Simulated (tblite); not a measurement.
Run record: molecular-dynamics run, `O=C(O)C(F)(F)F` (trifluoroacetic acid).

Computed with GFN2-xTB (tblite), gas phase: Langevin dynamics at 300 K from the optimised GFN2-xTB geometry, time step 0.5 fs, friction 0.01 fs⁻¹, 2000 steps. The command runs a driver script over a list of jobs; the input below is this job's line of settings and its coordinates in Å. «temperature» is in K, «steps» counts time steps and «every» is the stride of the printed frames; «frames» go on to single points.

Command:
```bash
OMP_NUM_THREADS=1 python probes_run.py task.json out
```

Input:
```
{"job": {"kind": "md", "xc": "GFN2-xTB", "basis": "xTB", "temperature": 300, "steps": 2000, "every": 50, "frames": 5}, "charge": 0, "multiplicity": 1}
O      0.858191     1.288407    -0.852249
C      0.551921     0.323071    -0.226779
O      1.363061    -0.563207     0.312051
C     -0.925238    -0.075287     0.075966
F     -1.781700     0.791506    -0.455146
F     -1.206610    -1.284746    -0.418859
F     -1.149622    -0.117318     1.393097
H      2.299054    -0.353014     0.147353
```

Output:
```
t/fs     T/K      E/eV
    0.0   234.1   -737.83606
   25.0   161.8   -737.69820
   50.0   192.7   -737.70829
   75.0   151.4   -737.75030
  100.0   161.7   -737.75265
  125.0   132.6   -737.73857
  150.0   172.6   -737.70477
  175.0   160.1   -737.65350
  200.0   182.3   -737.69212
  225.0   245.1   -737.69987
  250.0   211.3   -737.66981
  275.0   156.6   -737.70937
  300.0   167.7   -737.69112
  325.0   162.7   -737.64314
  350.0   267.7   -737.64336
  375.0   290.2   -737.55720
  400.0   318.7   -737.51567
  425.0   399.2   -737.56217
  450.0   309.2   -737.56431
  475.0   216.9   -737.41262
  500.0   396.9   -737.61808
  525.0   430.7   -737.62236
  550.0   208.4   -737.50630
  575.0   350.9   -737.60794
  600.0   218.4   -737.44074
  625.0   431.4   -737.63017
  650.0   367.7   -737.58667
  675.0   323.4   -737.50108
  700.0   595.0   -737.74692
  725.0   261.8   -737.49701
  750.0   315.1   -737.67865
  775.0   205.5   -737.67642
  800.0   256.4   -737.64482
  825.0   314.5   -737.64108
  850.0   330.8   -737.59304
  875.0   333.9   -737.66236
  900.0   234.7   -737.60021
  925.0   325.6   -737.63905
  950.0   275.6   -737.64988
  975.0   271.9   -737.57770
 1000.0   261.5   -737.51205
```

E is the potential energy; T comes from the kinetic energy over all 3N coordinates.

**Question.** Sum up the printed frames.

**Answer.** 41 frames over 1000 fs. T runs from 133 K (125 fs) to 595 K (700 fs), with a mean of 268 K over all frames and 320 K from 500 fs on. E starts at -737.836 eV, peaks 0.423 eV above that at 475 fs, and averages 0.235 eV above it from 500 fs on.

**Question.** Give the last frame.

**Answer.** 0.61 Å rms from the start after alignment:
```
atom  x, y, z in Å
O1     -0.158    1.185   -0.328
C2     -0.666    0.167   -0.586
O3     -1.050   -0.257   -1.791
C4     -0.742   -0.954    0.566
F5     -1.734   -0.542    1.433
F6     -1.004   -2.254    0.227
F7      0.444   -0.842    1.250
H8     -0.728    0.357   -2.466
```

**Question.** How long does this job take on an Arm Neoverse N1 with one thread (shared host)? And the peak memory of the process?

**Answer.** About 9.6 s, with 0.18 GiB resident at the peak, the Python interpreter and its libraries included.
